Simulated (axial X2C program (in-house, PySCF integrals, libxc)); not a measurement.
## What spin–orbit coupling does to GeO

Computed with an in-house relativistic program for diatomic molecules. Spin-free means the one-electron spin-free X2C Hamiltonian; two-component (2c) means X2C with spin–orbit coupling and atomic mean-field two-electron Coulomb and Gaunt terms, so the difference of the two also holds small scalar two-electron terms. Basis: Ge dyall-cv3z [9s9p7d4f1g], O dyall-av3z [7s6p3d2f] (cores contracted in-house); Gaussian nuclei, density fitting, unrestricted open shells. Masses: Ge 73.921 u, O 15.995 u.

Spin-free state: M_S = 0, Λ = 0 (closed shell); fragments Ge + O.

```
  level  Re (Å)  ωe (cm⁻¹)  De (eV)  μ (D)
   PBE0   1.616     1026.3    6.594  -3.45
     HF   1.587     1136.3    3.163  -4.03
   CCSD   1.624     1025.7    6.369    n/a
CCSD(T)   1.638      972.8    6.771    n/a
    PBE   1.641      953.8    7.314  -3.23
```

Correlated methods: 10 electrons correlated (number of frozen shells: Ge 3 s, 2 p, 1 d; O 1 s), 234 virtual spin orbitals or spinors in MP2, 88 natural virtuals in coupled cluster.

Dipoles are positive if O is the positive end.

Two-component determinant lowest at the distance of the search:

Ω = 0 (closed shell); fragments Ge + O.

```tsv
level	Re (Å)	ωe (cm⁻¹)	μ (D)
PBE0	1.616	1025.7	-3.45
HF	1.587	1135.6	-4.03
CCSD	1.624	1025.2	n/a
CCSD(T)	1.638	972.1	n/a
PBE	1.641	953.3	-3.24
```

From the two tables, how do the constants change at the CCSD(T) level (2c against spin-free)?

At the CCSD(T) level Re is unchanged within 0.001 Å and ωe goes down by 0.7 cm⁻¹.

One determinant describes the state; a PBE0 search over occupations chose it and may have missed a lower one. The closed shell is kept restricted, so the energy runs too high when the bond is stretched far. Dissociation energies refer to the lowest single-determinant-based atoms at the same level and basis. De is not given where an atomic determinant may have missed its ground term or J level, or where the truncated virtual space spoils (T). CCSD and (T) use frozen natural virtuals with an MP2 correction for the truncation; (T) itself is uncorrected, so its De runs slightly low. The functionals have no current-density term, which raises determinants with orbital currents, atoms included. The T1 diagnostic is large, a sign of multireference character. With the outer-core shells frozen, correlated bond lengths of heavy atoms tend to come out a few hundredths of an ångström too long.
